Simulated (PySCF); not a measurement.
## ECD: SMILES N#C[C@@H]1C[Si@@H]1C#N, C4H4N2Si

Geometry:
```
atom   x (Å)   y (Å)   z (Å)
  N1   0.776   1.593  -2.243
  C2   0.503   0.652  -1.646
  C3   0.169  -0.494  -0.896
  C4  -1.175  -0.481  -0.132
 Si5   0.314  -0.494   1.013
  C6   0.743   1.130   1.786
  N7   1.009   2.117   2.303
  H8   0.411  -1.414  -1.417
  H9  -1.756   0.426  -0.245
 H10  -1.784  -1.365  -0.260
 H11   0.796  -1.668   1.711
```

Level of theory: TDDFT BHandHLYP/aug-cc-pVDZ circular dichroism and optical rotation, one conformer, gas phase in PySCF 2.14.0. Geometry: GFN2-xTB.

(1) Assign R or S to each stereocentre.

(2) Which excitations and rotatory strengths does the calculation give?

Answers

(1) C3 R, Si5 S.

(2) Rotatory strengths R in 10⁻⁴⁰ esu² cm², velocity form and length form (origin at the centre of mass); f in length form.
```csv
state,E (eV),λ (nm),f,R (velocity),R (length),main
1,5.98,207,0.152,+26.1,+24.3,"HOMO→LUMO 0.59, HOMO→LUMO+1 0.26"
2,6.05,205,0.100,-55.6,-53.5,"HOMO→LUMO+1 0.45, HOMO→LUMO 0.32"
3,6.65,187,0.011,+20.3,+20.0,"HOMO−1→LUMO 0.61, HOMO−3→LUMO 0.12"
4,6.85,181,0.010,+3.5,+3.9,"HOMO→LUMO+12 0.11, HOMO→LUMO+3 0.08"
5,6.93,179,0.013,+25.5,+24.9,"HOMO→LUMO+2 0.39, HOMO→LUMO+3 0.18"
6,7.09,175,0.0002,-1.7,-1.4,"HOMO−3→LUMO 0.39, HOMO→LUMO+3 0.10"
7,7.24,171,0.009,+15.9,+16.4,"HOMO→LUMO+6 0.35, HOMO→LUMO+1 0.10"
8,7.25,171,0.011,-3.9,-4.0,"HOMO−4→LUMO 0.15, HOMO→LUMO+4 0.10"
9,7.35,169,0.025,-27.9,-27.8,"HOMO→LUMO+3 0.25, HOMO→LUMO+6 0.15"
10,7.51,165,0.006,+5.1,+4.9,"HOMO→LUMO+4 0.21, HOMO→LUMO+2 0.19"
11,7.61,163,0.0002,+2.7,+3.2,"HOMO−1→LUMO+1 0.21, HOMO−4→LUMO+1 0.10"
12,7.75,160,0.014,+4.4,+4.3,"HOMO→LUMO+4 0.24, HOMO−1→LUMO+1 0.11"
```

Among the states computed, the strongest CD band (largest |R|) is state 2. The largest dissymmetry factor in size, g = 4R/(D+G), with D and G the electric and magnetic dipole strengths, is +0.22 for state 11 (velocity form, f = 0.0001), among bands with |R| over 0.5. The mirror image has the same energies and oscillator strengths and all R with the opposite sign.
